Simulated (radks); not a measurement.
Problem. These are the eigenvalues of the occupied orbitals of an atom or ion with whole-number occupations (eV). Method: scalar-relativistic Kohn-Sham, r2SCAN, spin-polarised, spherical densities, finite nucleus; meta-GGA in the generalised Kohn-Sham scheme; Fermi nuclear charge, rms radius of each element as measured or else 0.836 A^(1/3) + 0.57 fm; computed with a radial shooting solver on a logarithmic mesh with Libxc functionals.

| orbital | eigenvalue |
|---|---|
| 1s | -40377.18 |
| 2s | -6522.058 |
| 2p | -5842.505 |
| 3s | -1447.995 |
| 3p | -1230.646 |
| 3d | -922.1205 |
| 4s | -331.3507 |
| 4p | -259.6817 |
| 4d | -156.0787 |
| 5s | -79.8817 |
| 5p | -60.6156 |

Which element is it, and in what charge state? The configuration may be excited. Open shells, if any, are filled with parallel spins first.

Solution. Z = 58, cerium, charge +4: Ce4+ in [Xe]. The list shows which subshells hold electrons but not how many an open one holds; the 1s level, -1483.8 hartree, gives Z - s = 54.5 by -(Z - s)^2/2, which with screening and relativity narrows Z to a few neighbours, and the depths of the outer levels then fix element, charge and occupations together.
